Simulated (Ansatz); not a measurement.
The pair A = C2H6O (SMILES COC) (first 9 atoms), B = HI (SMILES I); geometry from B3LYP-D3(BJ)/def2-TZVP.
(charge 0, multiplicity 1):
| atom | x (Å) | y (Å) | z (Å) |
|---|---|---|---|
| C | 0.7689 | -0.8201 | 0.0676 |
| O | 0.3269 | 0.2636 | 0.8706 |
| C | -0.9897 | 0.6864 | 0.5506 |
| H | 0.7936 | -0.5313 | -0.9880 |
| H | 0.1151 | -1.6911 | 0.1869 |
| H | 1.7735 | -1.0760 | 0.3974 |
| H | -1.0393 | 1.0391 | -0.4846 |
| H | -1.2377 | 1.5036 | 1.2246 |
| H | -1.7094 | -0.1282 | 0.6878 |
| I | -0.0063 | -1.1322 | 3.9997 |
| H | 0.2498 | -0.3685 | 2.5600 |

Codes used: Ansatz (an electronic-structure program). Each number belongs to the level named beside it. In def2 rows elements past Kr take small-core potentials, without spin–orbit coupling.

Total energies (hartree), monomers frozen at their geometry in the pair:

```json
[
 {"structure": "AB", "HF/def2-SVPD": "-451.1945575", "PBE/def2-TZVPPD": "-453.1911381", "B3LYP/def2-TZVPPD": "-453.5078885"},
 {"structure": "A in the pair's basis", "HF/def2-SVPD": "-153.9613332", "PBE/def2-TZVPPD": "-154.8914992", "B3LYP/def2-TZVPPD": "-155.0973118"},
 {"structure": "B in the pair's basis", "HF/def2-SVPD": "-297.2326599", "PBE/def2-TZVPPD": "-298.2917210", "B3LYP/def2-TZVPPD": "-298.4057633"},
 {"structure": "A", "HF/def2-SVPD": "-153.9606411", "PBE/def2-TZVPPD": "-154.8914409", "B3LYP/def2-TZVPPD": "-155.0972526"},
 {"structure": "B", "HF/def2-SVPD": "-297.2323635", "PBE/def2-TZVPPD": "-298.2916534", "B3LYP/def2-TZVPPD": "-298.4056931"}
]
```

Task: Work out the interaction energy without and with the counterpoise correction, and the superposition error, for each level.

Result: 
E(AB) − E(A) − E(B), times 627.509 kcal/mol, with the monomers in their own basis and then in the pair's basis:
- HF/def2-SVPD: -0.97 uncorrected, -0.35 corrected; the monomers gain 0.62 kcal/mol from borrowed functions
- PBE/def2-TZVPPD: -5.05 uncorrected, -4.97 corrected; the monomers gain 0.08 kcal/mol from borrowed functions
- B3LYP/def2-TZVPPD: -3.10 uncorrected, -3.02 corrected; the monomers gain 0.08 kcal/mol from borrowed functions
